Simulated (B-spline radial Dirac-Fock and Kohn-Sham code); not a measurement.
# Auger decay of the K hole in Fe¹⁶⁺

System: the Fe¹⁶⁺ ion in the configuration [He] 2s2 2p6.

Method: one-electron (LDA, Dirac) transition rates at Dirac-Fock energies. Computed with a B-spline atomic structure program. Kinetic energies are configuration averages from the vacuum level; the two-hole energies are estimated from single-hole states.

```tsv
transition	kinetic energy (eV)	width (meV)	share (%)
K-L1L1	4816.0	51.1	7.9
K-L1L2	4942.2	59.7	9.2
K-L1L3	4955.4	109	16.8
K-L2L2	5045.9	11.1	1.7
K-L2L3	5064.4	268	41.3
K-L3L3	5076.0	149	23.1
```

For K holes below about Z = 40 intermediate coupling redistributes the KLL shares among these jj groups. The listed channels hold 100 % of the non-radiative rate. Summed by principal shells, of 0.648 eV in all: KLL 100.0 %.
